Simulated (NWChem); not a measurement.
HSi (+1) in NWChem

```
Si
H 1 1.5419
```
Charge +1, spin multiplicity 1.

The numbers come from NWChem runs, not from measurements. Structure: optimised with PBE/def2-SVP, a minimum by its harmonic frequencies.

The structure started from a generated list of species. The stability of the SCF solutions was not checked.

Worked example. At PBE/def2-TZVP the parent has a total energy of -289.54132 Ha and the doublet with one electron less, at the same geometry, -288.86700 Ha. The vertical ionisation energy is their difference.

ΔE = -288.86700 − (-289.54132) = 0.67432 Ha. Times 27.2114 eV/Ha this is 18.35 eV, or 1770 kJ/mol; λ = 1239.84/18.35 = 67.6 nm. No relaxation of the ion's geometry and no zero-point term enter.
